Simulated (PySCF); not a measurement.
# AlSb from Hartree–Fock to correlated methods

State: ³Σ⁻ (triplet), unpaired electrons π ↑↑. Set-up: Al def2-TZVPPD, Sb def2-TZVPPD with ECP28; scalar-relativistic core potentials (PySCF 2.14). De refers to Al + Sb in their high-spin ground configurations, without counterpoise correction. The functionals are run spin-unrestricted. A positive dipole means Al(−)Sb(+).

```tsv
Level	Re (Å)	ωe (cm⁻¹)	De (eV)	μ (D)
UHF	2.778	251	0.82	-1.27
UHF-MP2	2.736	260	1.62	n/a
UHF-SCS-MP2	2.748	257	1.60	n/a
UHF-CCSD	2.745	258	1.62	n/a
UHF-CCSD(T)	2.749	256	1.72	n/a
PBE	2.776	246	2.00	-0.68
PW91	2.774	246	2.03	-0.71
TPSS	2.768	248	1.92	-0.60
r²SCAN	2.756	252	1.88	-0.63
M06-L	2.758	250	2.08	-0.31
PBE0	2.751	256	1.89	-0.78
M06	2.756	254	2.22	-0.67
MN15	2.737	252	1.98	-1.04
ωB97M-V	2.739	260	1.96	-1.35
```

Problem. Which functional lies closest to UHF-CCSD(T) in De, which farthest, and by how much do they differ from it?

Solution. Closest is r²SCAN (+0.7 pm in Re, -1.6 % in ωe, +0.16 eV in De against UHF-CCSD(T) in the same basis), farthest M06 (+0.7 pm in Re, -0.8 % in ωe, +0.50 eV in De). CCSD(T) converges more slowly with the basis than the functionals do and binds too weakly in this one, so the order can change at the basis-set limit.

Problem. What does a quarter of exact exchange do here, going from PBE to PBE0?

Solution. PBE0 less PBE: -2.5 pm in Re, +4.1 % in ωe, -0.11 eV in De. Exact exchange removes part of the self-interaction that spreads semilocal densities, and in most molecules shortens and stiffens the bond and lowers De; so it does here.

Problem. What does the step from GGA to meta-GGA do here, going from PBE to r²SCAN?

Solution. r²SCAN less PBE: -2.0 pm in Re, +2.4 % in ωe, -0.12 eV in De. 

Correlated steps freeze 9 core orbitals. Spin–orbit coupling is left out, which matters for elements this heavy, above all for dissociation energies. The state was picked by a PBE0 search and need not be the measured ground state.

The whole job (state search and all levels along the bond) took about 16 min on 2 threads of Arm Neoverse V2 (shared host), peak memory 4.9 GiB.
